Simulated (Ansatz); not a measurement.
Species: C8H7FSSi, SMILES `Fc1cc([SiH3])cc2sccc12` (charge 0, multiplicity 1), formula C₈H₇FSSi.

Task: How many basis functions does frozen-core CCSD(T)/cc-pVDZ // PBE-D3(BJ)/def2-SVP (Ansatz, an electronic-structure program) use, how many core orbitals are frozen, and how many electrons are correlated?

Result: 197 basis functions and 19 frozen orbitals, which leaves 56 correlated electrons. Core time is of the order of minutes.
